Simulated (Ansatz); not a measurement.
A structure relaxed at PBE0-D4/def2-TZVP, charge 0, multiplicity 1:

```xyz
27

C     0.0716   -2.2897    1.2013
C     0.2576   -0.7942    0.9760
C     1.6949   -0.4184    1.3331
C    -0.7240   -0.0358    1.8612
O     0.0175   -0.6604   -0.4247
C    -0.2511    0.5492   -1.1336
C    -0.0153    0.1417   -2.5828
C    -1.7095    0.9760   -0.9743
C     0.6802    1.7048   -0.7880
H    -0.9483   -2.5843    0.9473
H     0.2657   -2.5530    2.2433
H     0.7578   -2.8510    0.5644
H     1.8652    0.6570    1.3010
H     1.9291   -0.7611    2.3441
H     2.3867   -0.9010    0.6398
H    -1.7544   -0.3066    1.6247
H    -0.6155    1.0458    1.7721
H    -0.5369   -0.2968    2.9056
H    -0.6650   -0.6953   -2.8454
H     1.0205   -0.1738   -2.7210
H    -0.2241    0.9732   -3.2594
H    -2.3661    0.1198   -1.1416
H    -1.9187    1.3862    0.0130
H    -1.9551    1.7447   -1.7113
H     1.7253    1.4159   -0.9115
H     0.5338    2.0676    0.2302
H     0.4779    2.5396   -1.4633
```

Problem. Give its formula and SMILES.

Solution. C8H18O, `CC(C)(C)OC(C)(C)C`.

Problem. Point group (tolerance 0.08 Å, 0.16 Å for H)?

Solution. C2.

Problem. Summarise the bond lengths by kind.

Solution. 6 × C–C 1.524 to 1.528 Å; 18 × C–H 1.089 to 1.093 Å; 2 × C–O 1.427 Å.

Results of the Gaussian-basis code of Ansatz.
